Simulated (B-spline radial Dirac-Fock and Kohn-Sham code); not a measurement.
**Muonic isotope shifts in niobium**

Level of theory: the Dirac equation of a negative muon with reduced mass in the field of a spherical finite nucleus, with the Uehling potential to all orders; nuclear polarisation, deformation, hyperfine structure, self-energy, higher-order vacuum polarisation, relativistic recoil and electron screening are left out; a radial atomic solver. Nuclear charge: Fermi distribution (skin thickness 2.3 fm); radii from Angeli and Marinova (2013). Reference ⁹³Nb, radius 4.324 fm: 2p3/2 → 1s1/2 2626 keV, 3d5/2 → 2p3/2 662.3 keV.

| A | radius (fm) | δ⟨r²⟩ (fm²) | shift 2p3/2 → 1s (keV) | shift 3d5/2 → 2p3/2 (keV) |
| --- | --- | --- | --- | --- |
| 90 | 4.2891 | -0.301 | +8.71 | +0.06 |
| 91 | 4.2878 | -0.312 | +9.06 | +0.08 |
| 92 | 4.3026 | -0.185 | +5.36 | +0.05 |
| 99 | 4.4062 | +0.718 | -20.42 | -0.17 |
| 101 | 4.4861 | +1.428 | -40.15 | -0.37 |
| 103 | 4.5097 | +1.640 | -45.93 | -0.43 |

Values without a named source are computed, but for edge energies of neutral atoms, which are taken from tables.
